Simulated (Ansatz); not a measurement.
Molecule: C2H8GeN (charge 0, doublet). It need not be the lowest isomer of its formula. SMILES: [N](CC)[GeH3]
Geometry from a B3LYP-D3(BJ)/def2-TZVP (Ansatz, a program for electronic structure) optimisation:
```
C
H 1 1.1033
H 1 1.1043 2 103.94
N 1 1.4340 2 110.21 3 -117.44
C 1 1.5236 2 110.27 3 117.84
H 5 1.0906 1 110.37 2 -177.16
H 5 1.0907 6 107.98 1 120.67
H 5 1.0924 6 108.60 7 117.51
Ge 4 1.8732 1 116.80 2 56.01
H 9 1.5356 4 107.21 1 -140.26
H 9 1.5403 10 110.03 4 116.02
H 9 1.5468 10 110.50 11 121.35
```
Charge 0, spin multiplicity 2.

Wanted: atomisation energy (electronic, to ground-state atoms), in kJ/mol. Correlated levels leave the core frozen unless marked. Open shells are spin-unrestricted. No spin-orbit coupling. The frozen core is the preceding noble-gas configuration, with the filled d and f shells of earlier blocks. Non-relativistic. The coupled-cluster limit lacks core correlation, which all-electron functionals hold. CBS marks a two-point X^-3 extrapolation of the correlation energy; Hartree-Fock from the larger set. [CCSD(T)-MP2]/basis is that difference in the basis named.

```csv
level,program,atomisation energy (kJ/mol)
HF/6-31G,Ansatz,2700.5
revPBE-D4/def2-TZVPD,Ansatz + dftd4,3966.0
revPBE/def2-TZVPD,Ansatz,3899.6
B3LYP-D4/def2-TZVPD,Ansatz + dftd4,4002.1
BHLYP-D3(BJ)/def2-TZVPD,Ansatz + dftd3,3913.8
r2SCAN0-D4/def2-TZVPD,Ansatz + dftd4,3953.8
HSE06-D3(BJ)/def2-TZVPD,Ansatz + dftd3,3995.5
CAM-B3LYP-D4/def2-TZVPD,Ansatz + dftd4,4018.2
LC-wPBE/def2-TZVPD,Ansatz,3973.9
RPA@PBE/cc-pVQZ,Ansatz,3781.2
MP2/STO-3G,Ansatz,4214.4
SCS-MP2/cc-pVQZ,Ansatz,3964.1
CCSD(T)/cc-pVDZ,Ansatz,3665.9
"RI-MP2/CBS(cc-pVTZ,cc-pVQZ)+[CCSD(T)-MP2]/cc-pVQZ",Ansatz,3975.4
"CCSD(T)/CBS(cc-pVTZ,cc-pVQZ)",Ansatz,3974.1
```
